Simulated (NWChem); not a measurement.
Ionisation of borazine (H₆B₃N₃)

```
N
H 1 1.0204
B 1 1.4360 2 118.54
N 3 1.4359 1 117.08 2 180.00
H 4 1.0204 3 118.54 1 180.00
B 4 1.4359 5 118.54 3 180.00
N 6 1.4359 4 117.08 5 180.00
H 7 1.0204 6 118.54 4 180.00
B 7 1.4359 8 118.54 6 180.00
H 6 1.2171 4 121.46 5 0.00
H 3 1.2171 4 121.46 5 0.00
H 9 1.2171 7 121.46 8 0.00
```
Charge 0, spin multiplicity 1.

All runs are NWChem calculations. Structure: optimised with PBE/def2-SVP, held to C2v symmetry and with no frequency check, so it may be a saddle point. It is one conformer; others weren't searched.

Basis set: def2-SVP. −ε marks an orbital energy of the parent.

B3LYP has NWChem's definition, with VWN1-RPA local correlation.

Task: For the first vertical ionisation energy, −ε(HOMO) of HF gives 11.08 eV and −ε(HOMO) of BHandHLYP gives 9.13 eV. What do −ε(HOMO) of PBE0, −ε(HOMO) of B3LYP, −ε(HOMO) of PBE give?

Result: −ε(HOMO) of PBE0: 8.01 eV; −ε(HOMO) of B3LYP: 7.71 eV; −ε(HOMO) of PBE: 6.73 eV.
